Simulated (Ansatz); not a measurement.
Computed with PBE0-D3(BJ)/def2-TZVP run with Ansatz (an electronic-structure program). No frequencies were computed at this level.

Ansatz 0.2 input:
```yaml
crystal:
  periodic: [false, false, false]
  atoms:
    - { symbol: C, position_ang: [1.983042, 0.103329, -0.223112] }
    - { symbol: C, position_ang: [0.633669, -0.202291, 0.375953] }
    - { symbol: C, position_ang: [-0.27109, -1.20487, -0.280075] }
    - { symbol: C, position_ang: [-0.621873, 0.25472, -0.306069] }
    - { symbol: C, position_ang: [-1.787422, 0.766107, 0.502057] }
    - { symbol: H, position_ang: [1.93486, 0.072893, -1.309258] }
    - { symbol: H, position_ang: [2.319678, 1.094081, 0.079005] }
    - { symbol: H, position_ang: [2.722791, -0.62406, 0.108585] }
    - { symbol: H, position_ang: [0.626833, -0.184548, 1.459854] }
    - { symbol: H, position_ang: [0.062505, -1.669873, -1.195627] }
    - { symbol: H, position_ang: [-0.856361, -1.858444, 0.349251] }
    - { symbol: H, position_ang: [-0.496679, 0.763022, -1.255363] }
    - { symbol: H, position_ang: [-2.719115, 0.640401, -0.047938] }
    - { symbol: H, position_ang: [-1.662896, 1.824992, 0.724415] }
    - { symbol: H, position_ang: [-1.867941, 0.224539, 1.441834] }
basis:
  gaussian: { orbitals: def2-tzvp }
hamiltonian:
  xc: pbe0
  dispersion: d3bj
relax:
  max_steps: 150
```

Output:

```
Functional definition: PBE0
1340 factors; their error is unknown
mean field evaluation 1: about -5330.9704 eV, gradient 7.1e1 eV
mean field evaluation 2: about -5325.0766 eV, gradient 8.5e1 eV
mean field evaluation 4: about -5343.0023 eV, gradient 4.1e0 eV
mean field evaluation 8: about -5343.0334 eV, gradient 5.5e-2 eV
mean field evaluation 16: about -5343.0021 eV, gradient 2.1e-5 eV
mean field -5343.00207981 eV, -196.3517048162 hartree, gradient 2.1e-5 eV, S^2 0.000000; 0 other end points of the search recorded, 0 dependent functions left out
reference -5343.00211327 eV, -196.3517060457 hartree; 20, 20 occupied and 195, 195 virtual orbitals, 1340 factors
relax step   1: F+E_penalty+E_count = -5343.24699844 eV  Δ(F+E_penalty+E_count) = +0.000e0 eV  max|allowed force component| = 3.679e-1 eV/Å  Δτ_max = 0.0000 Å  (29 SCF iters, accepted)
these checks for a lower state are left out or cut short: starts, cluster_reference, orbital_swaps, neighbouring_geometries, increment
1340 factors; their error is unknown
mean field -5343.01193776 eV, -196.3520670889 hartree, gradient 1.4e-5 eV, S^2 0.000000; 0 other end points of the search recorded, 0 dependent functions left out
reference -5343.01197127 eV, -196.3520683204 hartree; 20, 20 occupied and 195, 195 virtual orbitals, 1340 factors
relax step   2: F+E_penalty+E_count = -5343.25679962 eV  Δ(F+E_penalty+E_count) = -9.801e-3 eV  max|allowed force component| = 1.754e-1 eV/Å  Δτ_max = 0.0164 Å  (31 SCF iters, accepted)
these checks for a lower state are left out or cut short: starts, cluster_reference, orbital_swaps, neighbouring_geometries, increment
1340 factors; their error is unknown
mean field evaluation 32: about -5343.0136 eV, gradient 1.4e-5 eV
mean field -5343.01356957 eV, -196.3521270570 hartree, gradient 1.4e-5 eV, S^2 0.000000; 0 other end points of the search recorded, 0 dependent functions left out
reference -5343.01360312 eV, -196.3521282901 hartree; 20, 20 occupied and 195, 195 virtual orbitals, 1340 factors
relax step   3: F+E_penalty+E_count = -5343.25864990 eV  Δ(F+E_penalty+E_count) = -1.850e-3 eV  max|allowed force component| = 3.410e-2 eV/Å  Δτ_max = 0.0116 Å  (31 SCF iters, accepted)
these checks for a lower state are left out or cut short: starts, cluster_reference, orbital_swaps, neighbouring_geometries, increment
1340 factors; their error is unknown
mean field -5343.01371307 eV, -196.3521323307 hartree, gradient 1.4e-5 eV, S^2 0.000000; 0 other end points of the search recorded, 0 dependent functions left out
reference -5343.01374662 eV, -196.3521335636 hartree; 20, 20 occupied and 195, 195 virtual orbitals, 1340 factors
relax step   4: F+E_penalty+E_count = -5343.25871981 eV  Δ(F+E_penalty+E_count) = -6.991e-5 eV  max|allowed force component| = 6.365e-3 eV/Å  Δτ_max = 0.0017 Å  (31 SCF iters, accepted)
1340 factors; their error is unknown
mean field evaluation 64: about -5343.0137 eV, gradient 1.8e-4 eV
mean field -5343.01371307 eV, -196.3521323307 hartree, gradient 1.4e-5 eV, S^2 0.000000; 1 other end points of the search recorded, 0 dependent functions left out
reference -5343.01374662 eV, -196.3521335636 hartree; 20, 20 occupied and 195, 195 virtual orbitals, 1340 factors
Total energy: -5343.25875336 eV, -196.3611373952 hartree
Atom 0 at     1.978721     0.101055    -0.220598 Å, force     0.003024     0.005009    -0.004255 eV/Å
Atom 1 at     0.633635    -0.199038     0.374579 Å, force     0.002674    -0.002009     0.001039 eV/Å
Atom 2 at    -0.270501    -1.202251    -0.279405 Å, force    -0.000190    -0.000847    -0.000217 eV/Å
Atom 3 at    -0.620672     0.256652    -0.303369 Å, force    -0.003134    -0.000036    -0.001563 eV/Å
Atom 4 at    -1.784151     0.763717     0.498349 Å, force    -0.001169     0.003235     0.006365 eV/Å
Atom 5 at     1.933694     0.068434    -1.312652 Å, force    -0.000023     0.000260     0.001347 eV/Å
Atom 6 at     2.330642     1.095873     0.066943 Å, force    -0.001091    -0.000940     0.000847 eV/Å
Atom 7 at     2.730044    -0.626096     0.100261 Å, force    -0.004292     0.000019     0.001400 eV/Å
Atom 8 at     0.600566    -0.180570     1.460662 Å, force    -0.002121    -0.002423     0.000661 eV/Å
Atom 9 at     0.075132    -1.665594    -1.196383 Å, force    -0.002001     0.001210    -0.000229 eV/Å
Atom 10 at    -0.866195    -1.850311     0.353182 Å, force     0.002284     0.000047     0.000551 eV/Å
Atom 11 at    -0.471108     0.755952    -1.256962 Å, force     0.001020    -0.002471    -0.001913 eV/Å
Atom 12 at    -2.727390     0.637896    -0.040775 Å, force     0.004055    -0.001073    -0.001670 eV/Å
Atom 13 at    -1.673388     1.825301     0.737014 Å, force     0.000700    -0.000796    -0.001292 eV/Å
Atom 14 at    -1.869028     0.218981     1.442665 Å, force     0.000265     0.000814    -0.001072 eV/Å
Dipole moment:     0.005519     0.024528     0.006276 e Å
```

Cost: around 40 core-seconds (rough).
